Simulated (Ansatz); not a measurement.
`O=C=C[TeH]` and `O=C=CS` differ in one atom or group.

Ansatz, PBE0-D4/def2-TZVP geometries, multiplicity 1. Each molecule was computed in one conformer, which needn't be the lowest.

Elements past krypton have def2 core potentials.

```tsv
property	`O=C=C[TeH]`
HOMO energy (B3LYP/def2-TZVPP) / eV	-6.45
LUMO energy (ωB97M-V/def2-TZVPP) / eV	0.37
LUMO energy (PBE/def2-TZVPP) / eV	-2.63
HOMO–LUMO gap (ωB97M-V/def2-TZVPP) / eV	9.13
HOMO–LUMO gap (B3LYP/def2-TZVPP) / eV	4.53
HOMO energy (PBE0/def2-TZVPP) / eV	-6.66
```

Give the same properties after the change, and the shifts. (Estimate.)

Computed: 
```json
{"property": "HOMO energy (B3LYP/def2-TZVPP) / eV", "`O=C=CS`": "-7.01", "shift": "-0.56"}
{"property": "LUMO energy (ωB97M-V/def2-TZVPP) / eV", "`O=C=CS`": "0.86", "shift": "0.49"}
{"property": "LUMO energy (PBE/def2-TZVPP) / eV", "`O=C=CS`": "-2.52", "shift": "0.11"}
{"property": "HOMO–LUMO gap (ωB97M-V/def2-TZVPP) / eV", "`O=C=CS`": "10.25", "shift": "1.12"}
{"property": "HOMO–LUMO gap (B3LYP/def2-TZVPP) / eV", "`O=C=CS`": "5.34", "shift": "0.81"}
{"property": "HOMO energy (PBE0/def2-TZVPP) / eV", "`O=C=CS`": "-7.23", "shift": "-0.57"}
```

With PBE0 the HOMO falls by 0.57 eV and the LUMO rises by 0.26 eV, so the gap widens by about 0.83 eV. PBE moves the HOMO by -0.41 eV and ωB97M-V by -0.62 eV.

B3LYP here is the variant with VWN-RPA as its local correlation; programs differ in this.

Spin–orbit coupling is left out; it splits and shifts lone-pair levels of the heavy atoms by tenths of an eV.
